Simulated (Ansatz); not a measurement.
## Eu(OH)2 in a box, plane waves

Ansatz 0.2.0, DFT PBE+U, spin-orbit coupling, plane waves, PAW, molecule in a box. The geometry was relaxed with Gaussian bases (PBE0; Eu lcecp-0-SVP with ECP53, O def2-SVP, H def2-SVP).

```yaml
crystal:
  lattice:
    - [9.08, 0.0, 0.0]
    - [0.0, 10.62, 0.0]
    - [0.0, 0.0, 14.51]
  atoms:
    - { symbol: Eu, position: [0.50478965, 0.57666667, 0.49285665], spin: 7.0, spin_axis: [0.0, 0.0, 1.0] }
    - { symbol: O, position: [0.49920705, 0.50879944, 0.63367333] }
    - { symbol: H, position: [0.49559471, 0.4614049, 0.68983804] }
    - { symbol: O, position: [0.49920705, 0.48171375, 0.36069469] }
    - { symbol: H, position: [0.49559471, 0.42372881, 0.31013094] }
basis:
  ecutwfc: 420
  ecutrho_ratio: 4
kpoints:
  mp_grid: { grid: [1, 1, 1] }
hamiltonian:
  xc: pbe
  hubbard: { sites: [{ species: Eu, l: f, u_eff: 5.0 }] }
scf:
  occupations: { method: gaussian, width: 0.01 }
output:
  forces: true
  eigenvalues: true
  populations: true
  hubbard: { sites: [{ species: Eu, l: f }] }
magnetization:
  noncollinear: true
  spin_orbit: true
```

Command:
```sh
ansatz run input.yaml --threads 2 --pin off --max-ram 5120MiB --backend cpu --events-out ev --progress --plain --runs-dir out
```
It took 4 min on 2 threads of Intel(R) Xeon(R) Processor @ 2.70GHz, on a shared host, peak memory 2 GiB.

Question: How does the SCF go?

Answer: 
```
SCF iter   1: F=—  HF=-9948.651388 eV  |F-HF|=—  |Δ(HF+E_count)|=         —  Δρ=9.63e-2
preconditioner: auto → Resta (q_TF=auto, 1.446 Å⁻¹)  ε∞=1.2  [insulator: Δε(μ)=5.743 eV  Ē_g=9.432 eV  σ=0.010 eV  W_gap=1.00  n_s
spin=Noncollinear: Resta preconditioning applied to the charge; magnetization (m_x, m_y, m_z) channels mix plain (no charge-respon
SCF iter   2: F=—  HF=-9935.254770 eV  |F-HF|=—  |Δ(HF+E_count)|=    1.34e1  Δρ=1.18e-2
SCF iter   3: F=—  HF=-9937.460486 eV  |F-HF|=—  |Δ(HF+E_count)|=    2.21e0  Δρ=8.58e-3
...
spin=Noncollinear: Resta preconditioning applied to the charge; magnetization (m_x, m_y, m_z) channels mix plain (no charge-respon
SCF iter   2: F=—  HF=-9943.055263 eV  |F-HF|=—  |Δ(HF+E_count)|=   2.03e-7  Δρ=1.52e-6
iter 3 met the thresholds in force, and the SCF goes on: an eigenvalue changes by 0.09 meV, over its tolerance of 0.05 meV (output
SCF iter   3: F=-9943.055263 eV  HF=-9943.055263 eV  |F-HF|=3.02e-8  |Δ(HF+E_count)|=   1.32e-8  Δρ=9.09e-7
SCF iter   4: F=-9943.055263 eV  HF=-9943.055263 eV  |F-HF|=1.07e-8  |Δ(HF+E_count)|=   4.02e-8  Δρ=7.24e-7
```

Question: Which levels lie next to the highest filled one (eV, counted from it)?

Answer: Filled: -1.40, -1.30, -1.25, -0.80, -0.49, -0.27, -0.18, -0.17, -0.03, 0.00. Empty: 1.97, 2.38, 3.45, 3.62, 3.99, 4.00, 4.07, 4.11.

Question: How is the f shell of Eu1 filled?

Answer: Natural occupations, full = 1; spinor: 0.00, 0.00, 0.00, 0.00, 0.00, 0.01, 0.01, 0.99, 1.00, 1.00, 1.00, 1.00, 1.00, 1.00; in all 7.00 e. Spin moment (0.00, 0.03, 6.92) μB, orbital moment (0.00, 0.00, 0.02) μB.

Question: What forces are left at this geometry, relaxed with Gaussian bases (eV/Å)?

Answer: 
```
Eu   0.00  0.01  0.01
O    0.01  0.17 -0.43
H   -0.01 -0.18  0.23
O    0.01  0.22  0.40
H   -0.01 -0.21 -0.21
```

The open shells may stand above their lowest state.

The highest of the empty levels listed lie near the vacuum level and may be states of the box.

The forces come from the other functional as well as from the basis.

An lcecp potential fixes the number of 4f electrons, so in runs with it no electron can move into or out of that shell.
